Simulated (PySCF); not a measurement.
Simulation results for CH$_{3}$BSi

Computed with PySCF 2.14.0. Calculation on a computer-drawn molecule: optimised geometry and harmonic frequencies of an isolated molecule of the commonest isotopes, restricted reference for singlets and unrestricted otherwise, frozen core in MP2.

```json
{"formula": "CH3BSi", "start_structure": {"atoms_angstrom": [["C", -0.1605, -1.0461, -1.657], ["B", -0.4539, 0.2731, -1.2246], ["Si", -1.3428, 1.3835, -0.1238], ["H", 0.6037, -1.3153, -2.4221], ["H", -0.6904, -1.9587, -1.2463], ["H", -1.1527, 2.8722, -0.1201]]}, "given": {"charge": 0, "multiplicity": 1, "method": "HF", "basis": "cc-pV(D+d)Z", "drawn_bonds_atom": [1, 2, 1, 1, 3], "drawn_bonds_other_atom": [2, 3, 4, 5, 6], "drawn_bonds_order": [2, 1, 1, 1, 1]}, "results": {"optimised_atom_element": ["C", "B", "Si", "H", "H", "H"], "optimised_atom_x [angstrom]": [-0.1961, -0.7453, -1.588, 0.5831, -0.5251, -0.7248], "optimised_atom_y [angstrom]": [-1.016, 0.0675, 1.53, -0.897, -2.035, 2.56], "optimised_atom_z [angstrom]": [-1.611, -0.9193, 0.1139, -2.358, -1.434, -0.5856], "modes_frequency [cm^-1]": [188.2, 205.5, 512.0, 524.0, 592.4, 828.8, 907.0, 1385, 1637, 2149, 3294, 3377], "modes_reduced_mass [dalton]": [5.207, 2.1, 4.058, 1.027, 1.277, 1.699, 1.327, 1.289, 3.768, 1.041, 1.062, 1.109], "rotational_constants [GHz]": [128.5, 4.207, 4.074], "total_energy [hartree]": -353.1188, "convergence_status_largest_gradient_component [hartree/bohr]": 9.448e-06}}
```
